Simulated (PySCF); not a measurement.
Vertical excitations of a molecule CH8O3Si2 from TDA-PBE/def2-SVPD run with PySCF, as energy in eV (oscillator strength): 5.63 (0.013), 5.81 (0.005), 5.81 (0.010), 6.01 (0.006), 6.09 (0.005), 6.32 (0.036). Lowest triplet (TDA): 5.05 eV. Geometry: PBE0-D3(BJ)/def2-SVP. One conformer was computed; it need not be the lowest.

Question: Which molecule gave these data?
A) C[Si](O)(O)O[SiH3]
B) OC[Si@H](O)[SiH2]O
C) CO[Si@@H](O)[SiH2]O
D) O[SiH2]C[SiH](O)O

Answer: C, CO[Si@@H](O)[SiH2]O
